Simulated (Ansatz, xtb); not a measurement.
# C5H8OSi: 4 structures ranked

4 gas-phase structures of C5H8OSi, from a drawn sample of its isomers (lower ones may exist). Each was relaxed with GFN2-xTB:

A. `Cc1ccc([SiH3])o1`, a singlet
B. `Cc1cc([SiH3])co1`, a singlet
C. `Cc1coc([SiH3])c1`, a singlet
D. `Cc1cocc1[SiH3]`, a singlet

Problem. Estimate their order in r2SCAN-D4/def2-SVP//GFN2-xTB energy at these geometries, lowest first.

Solution. Calculated order at r2SCAN-D4/def2-SVP//GFN2-xTB: A (0.000), B (0.014), D (0.077), C (0.133) eV. Less than 1 kcal/mol parts A and B, so the order within that pair means little.

Energies above the lowest of each column, in eV; the last columns are at r2SCAN-D4/def2-SVP geometries:

```json
{"structure": "A", "GFN2-xTB": "0.000", "HF/STO-3G": "0.000", "r2SCAN-D4/def2-SVP//GFN2-xTB": "0.000", "r2SCAN-D4/def2-SVP": "0.024", "CCSD(T)/def2-SVP + ΔMP2/def2-TZVPP": "0.035"}
{"structure": "B", "GFN2-xTB": "0.063", "HF/STO-3G": "0.036", "r2SCAN-D4/def2-SVP//GFN2-xTB": "0.014", "r2SCAN-D4/def2-SVP": "0.000", "CCSD(T)/def2-SVP + ΔMP2/def2-TZVPP": "0.000"}
{"structure": "D", "GFN2-xTB": "0.054", "HF/STO-3G": "0.135", "r2SCAN-D4/def2-SVP//GFN2-xTB": "0.077", "r2SCAN-D4/def2-SVP": "0.097", "CCSD(T)/def2-SVP + ΔMP2/def2-TZVPP": "0.091"}
{"structure": "C", "GFN2-xTB": "0.034", "HF/STO-3G": "0.099", "r2SCAN-D4/def2-SVP//GFN2-xTB": "0.133", "r2SCAN-D4/def2-SVP": "0.156", "CCSD(T)/def2-SVP + ΔMP2/def2-TZVPP": "0.154"}
```

CCSD(T)/def2-SVP + ΔMP2/def2-TZVPP has A and B within 1 kcal/mol of each other at the bottom, and every level picks one of them. CCSD(T)/def2-SVP + ΔMP2/def2-TZVPP orders those it was run on as B (0.000), A (0.035), D (0.091), C (0.154) eV. Less than 1 kcal/mol parts B and A, so the order within that pair means little. Some further structures that were screened fall inside this span and aren't listed. ΔMP2 is the change of the MP2 energy from the smaller to the larger basis.

Over these structures GFN2-xTB departs from r2SCAN-D4/def2-SVP//GFN2-xTB by 0.043 eV on average once a common shift is removed. A GFN2-xTB relaxation took about 0.068 s and the r2SCAN-D4/def2-SVP//GFN2-xTB energy about 1.7 s on a shared host (Ansatz 0.2.0, xtb 6.7.1).
